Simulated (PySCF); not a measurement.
Species: C7H4FN (charge +1 and doublet state).
Structure used (GFN2-xTB), in Å, numbered top down from 1:
```xyz
13
C7H4FN angstrom
N      2.828   -1.970   -0.857
C      2.030   -1.161   -0.704
C      0.992   -0.267   -0.441
C      0.905    0.961    0.149
C     -0.566    1.100   -0.165
C     -1.216    0.507    1.056
C     -1.194   -0.747    0.514
F     -1.587   -1.909    0.912
C     -0.492   -0.344   -0.758
H      1.595    1.603    0.666
H     -0.958    1.976   -0.664
H     -1.504    0.931    2.002
H     -0.838   -0.679   -1.729
```

As a line formula: `N#C[C+]1[CH][C@@H]2C=C(F)[C@H]12` [radical] (charge +1).

Theory: UKS B3LYP, pcH-1 on C F H N, non-relativistic, mean-field spin-orbit, GIAO in PySCF. Geometry: GFN2-xTB; no solvent, vibrations or thermal averaging. A GFN2-xTB geometry isn't a minimum of the functional, and hyperfine couplings can be far from their values at a DFT geometry, by a factor of two or more for some ions and for spin on atoms past the first row. No stability test was run, so a lower SCF solution isn't excluded.

**Question.** Give the principal g shifts and their parts.

**Answer.** 
| Δg (ppm) | 1 | 2 | 3 |
| --- | --- | --- | --- |
| relativistic mass correction | -191 | -191 | -191 |
| gauge correction | 32 | 23 | 46 |
| orbital Zeeman/spin–orbit | 231 | 627 | 2490 |
| total | 72 | 458 | 2345 |

So g = 2.00239, 2.00278, 2.00466 and g_iso = 2.00328; the tensor is rhombic: the two nearest values differ by 17 % of g3 − g1. Axes: g2 points within 15° of the C5–C6 bond.

**Question.** At 9.684 GHz, how far is the centre of the isotropic spectrum from where a free electron (g = 2.002319) resonates?

**Answer.** B = hν/(g μB) with μB/h = 13.99624 MHz/mT gives 345.55 mT for the free electron and 345.38 mT at g_iso, 0.17 mT lower.

**Question.** What effective moment and Curie constant follow for a powder?

**Answer.** With the mean of g² = 4.0131 and S(S+1) = 0.75: μ_eff = √(⟨g²⟩S(S+1)) = 1.735 μB and χT = 0.12505·⟨g²⟩·S(S+1) = 0.376 cm³ K/mol (cgs; spin-Hamiltonian part alone).

**Question.** How much does each term add to the isotropic shift?

**Answer.** The orbital-Zeeman/spin–orbit term 1116, the mass correction -191 and the gauge correction 34 ppm, for a total of 959 ppm. The orbital-Zeeman/spin–orbit term is the largest in size. The mass correction is the same along every axis, so the anisotropy comes from the other two: their spans along these axes are 24 (gauge) and 2259 ppm (orbital Zeeman/spin–orbit).

**Question.** In a frozen sample, at which fields do the three g values resonate at 9.5, 34, 94 and 263 GHz (hyperfine left aside), and which band first spreads them over more than twice a line width of 1.0 mT?

**Answer.** 
| band | GHz | B(g3) mT | B(g2) mT | B(g1) mT | spread mT |
| --- | --- | --- | --- | --- | --- |
| X | 9.5 | 338.59 | 338.91 | 338.97 | 0.38 |
| Q | 34.0 | 1211.79 | 1212.93 | 1213.16 | 1.38 |
| W | 94.0 | 3350.23 | 3353.39 | 3354.03 | 3.80 |
| J | 263.0 | 9373.52 | 9382.35 | 9384.15 | 10.64 |

The spread grows in proportion to the frequency. W band is the first where it exceeds 2.0 mT.

Largest spin populations (Mulliken): C6 (+0.33), C3 (+0.22), C7 (+0.20) and C4 (+0.18). Five atoms exceed +0.15.

The HOMO–LUMO gaps are 5.07 eV among the α and 2.44 eV among the β orbitals.

The SMILES draws the unpaired electron on C4; the largest computed Mulliken spin population is on C6 (0.33 against 0.18).
